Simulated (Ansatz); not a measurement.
**Counterpoise correction, worked out**

The pair of C2H4 (SMILES C=C, atoms 1–6) and AsH3 (SMILES [AsH3], atoms 7–10), both closed shells, in one local arrangement (a lower one may exist), relaxed at PBE0-D4/def2-TZVP:

```
10
angstrom
C 0.3639 0.4641 -1.5700
C -0.4938 -0.5392 -1.4708
H 0.0319 1.4963 -1.6005
H 1.4340 0.2954 -1.6242
H -0.1625 -1.5715 -1.4401
H -1.5639 -0.3714 -1.4161
As -0.2944 -0.4005 2.0875
H 1.1799 -0.3470 1.7213
H -0.4913 1.0707 1.7597
H -0.0037 -0.0969 3.5534
```

Computed with Ansatz 0.2.0 (basis: def2-TZVPPD); correlated methods freeze the cores. Filled d shells of the heavier atoms are correlated. The def2 sets are not built for correlating such inner shells, so the correlated values are less sure here.

MP2 total energies in eV:

| system | geometry | basis functions | energy |
| --- | --- | --- | --- |
| pair | pair | all | -62984.17286 |
| C2H4 | as in the pair | all (partner as ghosts) | -2133.42941 |
| AsH3 | as in the pair | all (partner as ghosts) | -60850.68379 |
| C2H4 | as in the pair | its own | -2133.42062 |
| AsH3 | as in the pair | its own | -60850.66309 |
| C2H4 | free (PBE0-D4 minimum) | its own | -2133.42030 |
| AsH3 | free (PBE0-D4 minimum) | its own | -60850.66292 |

(1) Work out the interaction energy with and without the counterpoise correction, the superposition error, and the binding energy from the relaxed fragments.

The T1 diagnostic stays at or below 0.012.

## Answers

(1) Without correction: -62984.17286 − (-2133.42062) − (-60850.66309) = -0.08915 eV.
With correction (each fragment in the whole basis): -62984.17286 − (-2133.42941) − (-60850.68379) = -0.05966 eV = -1.38 kcal/mol.
The superposition error is the difference, 0.02949 eV, 33 % of the uncorrected value: each fragment borrows its partner's functions.
Deformation from the free shapes: -0.00032 eV for C2H4 and -0.00017 eV for AsH3 (a small negative value is possible, since the free shapes are minima of another method).
Binding energy from relaxed fragments: -0.05966 + (-0.00032) + (-0.00017) = -0.06015 eV = -1.39 kcal/mol (electronic, without zero-point energy; negative means bound). For comparison, the corrected interaction energy by CCSD(T) at an estimated basis limit (MP2 extrapolated from triple and quadruple zeta, plus CCSD(T) − MP2 in triple zeta) is -0.058 eV.

For scale, one of the runs: CCSD(T)/def2-TZVPPD, 247 basis functions, launched by `ansatz run in.yaml --threads 4 --pin off --events-out ev --progress --plain --max-ram 9574MiB`. The run took 54 s on 4 CPU threads of an AMD EPYC 9R45 (shared host), with 5.1 GiB of host memory at its peak.
